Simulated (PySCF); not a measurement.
C₂H₆F₂Si, SMILES [C@H]([SiH2]F)(C)F.

Coordinates come from a ωB97X-D3(BJ)/def2-SVP optimisation. The structure was generated by enumeration; whether it is a known compound was not checked. Other conformers were not sampled.

Calculation: PBE/def2-TZVP in PySCF.

Isolated molecule, no solvent.

```json
{
  "total_energy": "-568.72858 hartree",
  "highest_occupied_level": "-7.01 eV",
  "lowest_empty_level": "-0.87 eV",
  "orbital_gap": "6.14 eV",
  "dipole_moment": "2.49 D",
  "quadrupole, principal values (traceless, Buckingham form, about the centre of nuclear charge)": "-3.26, -0.83, 4.10 D·Å",
  "mean_static_polarisability": "52.0 bohr³ (7.70 Å³)",
  "polarisability_principal_values": "48.2, 49.9, 57.8 bohr³"
}
```
